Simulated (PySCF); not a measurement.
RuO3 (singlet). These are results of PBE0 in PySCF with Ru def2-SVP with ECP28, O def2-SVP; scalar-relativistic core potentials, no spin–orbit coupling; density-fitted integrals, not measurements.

Harmonic bands of its minimum:

```
ω (cm⁻¹)  IR (km/mol, summed over degenerate members)  degeneracy
     107                                         10.6           1
     312                                          4.8           2
    1000                                          283           2
    1018                                          0.0           1
```

Q: The central atom is Ru. Infer the point group and assign the bands.

A: D3h. The modes span a2'' + 2e' + a1': 107 a2'', 312 e', 1000 e', 1018 a1'. The computed geometry has Ru–O 1.661 Å (×3); O–Ru–O 120.0° (×3).

This need not be the most stable arrangement of these atoms.
